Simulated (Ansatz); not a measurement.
BH₆SbSi, SMILES `[BH2][SbH][SiH3]`, relaxed with RKS PBE-D4/def2-SVP in Ansatz from a rough embedded geometry. The force threshold is 0.03 eV/Å; the program also tests the step.

Total charge 0; spin multiplicity 1. Sb: def2 effective core potential.

Start:

```xyz
9

B     0.434    0.848    1.588
Sb   -1.365    0.534    0.397
Si   -0.118   -1.087   -1.060
H     1.308    0.152    1.532
H     0.497    1.807    2.374
H    -1.002    1.915   -0.649
H    -0.960   -1.351   -2.310
H     0.039   -2.335   -0.366
H     1.167   -0.483   -1.506
```

```json
{"step": "1", "energy (eV)": "-15179.0069", "largest force (eV/Å)": "2.858", "largest move (Å)": "0.000"}
{"step": "2", "energy (eV)": "-15179.2691", "largest force (eV/Å)": "0.825", "largest move (Å)": "0.196"}
{"step": "3", "energy (eV)": "-15179.2758", "largest force (eV/Å)": "0.869", "largest move (Å)": "0.176"}
{"step": "4", "energy (eV)": "-15179.3943", "largest force (eV/Å)": "0.164", "largest move (Å)": "0.200"}
{"step": "5", "energy (eV)": "-15179.4161", "largest force (eV/Å)": "0.066", "largest move (Å)": "0.200"}
{"step": "6 (rejected)", "energy (eV)": "-15179.4044", "largest force (eV/Å)": "0.186", "largest move (Å)": "0.104"}
{"step": "7", "energy (eV)": "-15179.4197", "largest force (eV/Å)": "0.049", "largest move (Å)": "0.052"}
{"step": "8", "energy (eV)": "-15179.4214", "largest force (eV/Å)": "0.020", "largest move (Å)": "0.060"}
{"step": "9", "energy (eV)": "-15179.4215", "largest force (eV/Å)": "0.048", "largest move (Å)": "0.046"}
{"step": "10", "energy (eV)": "-15179.4216", "largest force (eV/Å)": "0.035", "largest move (Å)": "0.028"}
{"step": "11", "energy (eV)": "-15179.4219", "largest force (eV/Å)": "0.010", "largest move (Å)": "0.019"}
```

End:

```xyz
9

B     0.452    0.844    1.619
Sb   -1.415    0.497    0.476
Si   -0.084   -1.030   -1.146
H     0.997   -0.117    2.129
H     0.883    1.963    1.810
H    -1.298    1.914   -0.510
H    -0.930   -1.292   -2.363
H     0.165   -2.326   -0.424
H     1.232   -0.452   -1.590
```

It took 18 s on 2 threads of an Arm Neoverse V1 on a shared host, with 0.09 GiB of host memory at the peak.
